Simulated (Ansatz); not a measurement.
Z-matrix (Å, degrees):
```
Si
O 1 1.6337
H 2 0.9676 1 112.19
H 1 1.4859 2 111.66 3 118.75
H 1 1.4860 4 108.96 2 -123.75
C 1 1.8856 4 108.47 5 -117.91
H 6 1.0933 1 121.00 4 59.30
S 6 1.6137 7 118.88 1 179.96
```
Charge +1, spin multiplicity 2.

Calculation: frozen-core CCSD(T)/def2-TZVPP // PBE0-D4/def2-TZVP (Ansatz, a program for electronic structure). The geometry is that of the parent before the electron was removed.

| Property | Value |
|---|---|
| HF energy | -801.32084 Ha |
| MP2 correlation energy | -0.64093 Ha |

Q: Estimate the CCSD correlation energy, the (T) correction, the total energy and the T1 diagnostic.

A: 
- CCSD correlation energy: -0.69111 Ha
- (T) correction: -0.03068 Ha
- CCSD(T) total energy: -802.04263 Ha
- T1 diagnostic: 0.034
